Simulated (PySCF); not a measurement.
## Working out the ionisation energy of Tb

Tb [Xe] 4f9 6s2 (high-spin determinant) → Tb⁺ [Xe] 4f9 6s1 (high-spin determinant). All numbers are calculated (PySCF 2.14, the spin-free X2C one-electron Hamiltonian (Gaussian nucleus), in x2c-TZVPPall with one added diffuse shell each of s, p, d, f type (12s8p8d5f2g, 129 functions)). Frozen: [Ar] 3d10. Energies in hartree (1 hartree = 27.21139 eV):

| part | Tb (lower) | Tb⁺ (upper) |
| --- | --- | --- |
| UHF | -11704.130102 | -11703.954119 |
| MP2 opposite-spin | -0.854032 | -0.824585 |
| MP2 same-spin | -0.546105 | -0.538406 |

What does Hartree-Fock give?

(-11703.954119) − (-11704.130102) = 0.175983 hartree = 4.789 eV.

What do MP2 and SCS-MP2 (6/5 opposite-spin, 1/3 same-spin) give?

The opposite-spin parts differ by 0.801 eV and the same-spin parts by 0.210 eV. MP2: 4.789 + (0.801) + (0.210) = 5.800 eV. SCS-MP2: 4.789 + 1.2 × (0.801) + (0.210)/3 = 5.820 eV.

A first-order spin-orbit estimate adds 0.000 eV to MP2 (valence and next inner shell), giving 5.800 eV against 5.864 eV (measured; NIST Atomic Spectra Database, ionization energies).

One determinant mixes LS terms, so it does not stand for a single term.

What remains against the reference includes basis incompleteness, the frozen core and correlation beyond second order.
